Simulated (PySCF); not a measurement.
**Se³⁺ (selenium, charge +3) across methods**

[Ar] 3d10 4s2 4p1, 2P determinant. Calculation: PySCF 2.14, in aug-cc-pVTZ-DK (7s6p4d2f, 59 functions); scalar relativity by spin-free X2C-1e. The B2PLYP total includes its PT2 part (frozen core); its orbital energies are those of the SCF part.

| method | E (hartree) | mean ε 4s α (eV) | mean ε 4s β (eV) | mean ε 4p α (eV) | Σ⟨r²⟩ (bohr²) | ⟨S²⟩ |
| --- | --- | --- | --- | --- | --- | --- |
| B2PLYP | -2427.092 | -53.034 | -51.022 | -39.858 | 18.57 | 0.753 |
| HSE06 | -2427.226 | -51.077 | -49.612 | -38.080 | 18.50 | 0.752 |
| PBE0 | -2427.230 | -51.441 | -49.866 | -38.516 | 18.51 | 0.752 |
| PBE | -2427.187 | -49.747 | -48.614 | -37.007 | 18.50 | 0.751 |
| r2SCAN | -2427.475 | -50.231 | -48.862 | -37.537 | 18.48 | 0.754 |
| M06-2X | -2427.639 | -52.520 | -50.108 | -39.805 | 18.61 | 0.753 |
| wB97X | -2427.585 | -54.135 | -52.840 | -40.875 | 18.47 | 0.751 |
| LDA | -2423.904 | -50.084 | -49.076 | -37.052 | 18.46 | 0.751 |

(1) Estimate the same row for UHF.

## Answers

(1) E (hartree) = -2425.84738; mean ε 4s α (eV) = -55.564; mean ε 4s β (eV) = -52.435; mean ε 4p α (eV) = -42.271; Σ⟨r²⟩ (bohr²) = 18.66; ⟨S²⟩ = 0.757.
